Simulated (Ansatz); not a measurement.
Start from `C[O][InH][Cl]` and change one element to get `C[O][AlH][Cl]`.

Ansatz, PBE0-D4/def2-TZVP geometries, multiplicity 1. Each molecule was computed in one conformer, which needn't be the lowest.

Elements past krypton have def2 core potentials.

```
                                        property  `C[O][InH][Cl]`
           HOMO energy (ωB97M-V/def2-TZVPP) / eV           -10.16
              LUMO energy (PBE0/def2-TZVPP) / eV            -1.50
size of the dipole moment (B3LYP/def2-TZVPP) / D             1.50
            HOMO–LUMO gap (PBE0/def2-TZVPP) / eV             6.27
             LUMO energy (B3LYP/def2-TZVPP) / eV            -1.78
               LUMO energy (PBE/def2-TZVPP) / eV            -2.24
```

Task: What does the change do to each property? (Estimate.)

Result: The calculation gave: 
```tsv
property	`C[O][AlH][Cl]`	shift
HOMO energy (ωB97M-V/def2-TZVPP) / eV	-10.87	-0.71
LUMO energy (PBE0/def2-TZVPP) / eV	-0.75	0.75
size of the dipole moment (B3LYP/def2-TZVPP) / D	1.03	-0.47
HOMO–LUMO gap (PBE0/def2-TZVPP) / eV	7.72	1.45
LUMO energy (B3LYP/def2-TZVPP) / eV	-0.96	0.82
LUMO energy (PBE/def2-TZVPP) / eV	-1.51	0.73
```

With PBE0 the HOMO falls by 0.70 eV and the LUMO rises by 0.75 eV, so the gap widens by about 1.45 eV. PBE moves the HOMO by -0.64 eV and ωB97M-V by -0.71 eV. Dipoles are sizes alone; their direction can turn.

B3LYP here is the variant with VWN-RPA as its local correlation; programs differ in this.
